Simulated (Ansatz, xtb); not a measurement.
Molecule: CsF (charge 0, singlet). 
Geometry from a B3LYP-D3(BJ)/def2-TZVP (Ansatz, a program for electronic structure) optimisation:
SMILES: [F][Cs]
```xyz
2

Cs     0.0000     0.0000    -0.3380
F      0.0000     0.0000     2.0659
```
Charge 0, spin multiplicity 1.

Harmonic wavenumbers from GFN2-xTB (xtb, at its own minimum), cm⁻¹: 199.

Q: Give the harmonic wavenumbers at B3LYP-D3(BJ)/def2-TZVP (Ansatz, finite differences of forces, unscaled).

A: 352 cm⁻¹. Zero-point energy 0.5 kcal/mol.

Q: From these and the geometry, give the ideal-gas thermochemistry at 298.15 K and 1 atm (rigid rotor, harmonic oscillator).

A: Point group C∞v, rotational symmetry number 1. Rotational constants 5.261, 5.261 GHz. S(trans) 40.96, S(rot) 16.04, S(vib) 1.16, S(elec, spin only) 0.00, S 58.2 cal/(mol K). H(298) - H(0) 2.30 kcal/mol; G - E(el) -14.5 kcal/mol.
